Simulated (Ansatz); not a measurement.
```yaml
crystal:
  periodic: [false, false, false]
  atoms:
    - {symbol: C, position_ang: [-0.104071, 1.000747, -1.544289]}
    - {symbol: S, position_ang: [0.231161, 1.209817, 0.358601]}
    - {symbol: Al, position_ang: [-0.128083, -1.016983, 0.918740]}
    - {symbol: O, position_ang: [0.105042, -1.440369, 2.532691]}
    - {symbol: H, position_ang: [-0.142390, 0.078241, -1.944733]}
    - {symbol: H, position_ang: [-0.917316, 1.491113, -1.802033]}
    - {symbol: H, position_ang: [0.943090, 1.487188, -1.855122]}
    - {symbol: H, position_ang: [-0.240926, -2.127491, -0.318743]}
    - {symbol: H, position_ang: [0.243527, -0.917736, 3.337305]}
basis:
  gaussian: {orbitals: cc-pVTZ, fitting: {mean_field: def2-universal-jkfit}}
hamiltonian: {xc: {name: LC-wPBE}}
relax: {f_tol: 0.001, max_steps: 1}
output: {forces: true}
```

```sh
$ ansatz run in.yaml --threads 2 --pin off --events-out ev --progress --plain --max-ram 4352MiB
```

Shortened log:

```
Functional definition: LC-wPBE
498 factors; integrals over basis functions are off by at most 1.2e0 eV
498 factors; integrals over basis functions are off by at most 1.3e-4 eV
mean field evaluation 1: about -20588.1811 eV, gradient 5.8e1 eV
mean field evaluation 2: about -20587.2315 eV, gradient 6.5e1 eV
mean field evaluation 4: about -20593.9613 eV, gradient 2.0e0 eV
mean field evaluation 8: about -20593.9732 eV, gradient 4.1e-2 eV
mean field evaluation 16: about -20593.9732 eV, gradient 3.0e-5 eV
mean field -20593.97317209 eV, -756.8145549778 hartree, gradient 3.0e-5 eV, S^2 0.000000; 0 other end points of the search recorded, 0 dependent functions left out
reference -20593.97317209 eV, -756.8145549781 hartree; 24, 24 occupied and 174, 174 virtual orbitals, 498 factors
relax step   1: F+E_penalty+E_count = -20593.97317209 eV  Δ(F+E_penalty+E_count) = +0.000e0 eV  max|allowed force component| = 7.238e0 eV/Å  Δτ_max = 0.0000 Å  (28 SCF iters, accepted)
Error: geometry relaxation did not converge after 1 steps: max|allowed force component| = 7.24e0 eV/Å (threshold 1.0e-3). Raise `relax.max_steps` over both its present limit and 1, loosen `relax.f_tol`, or start from a geometry closer to equilibrium. Where this run's directory can be resumed (`checkpoint.write`), a resume goes on for up to `relax.max_steps` more
```

Task: What is wrong with this run?

Result: The relaxation is allowed too few steps for its threshold. The calculation stopped without meeting its thresholds.
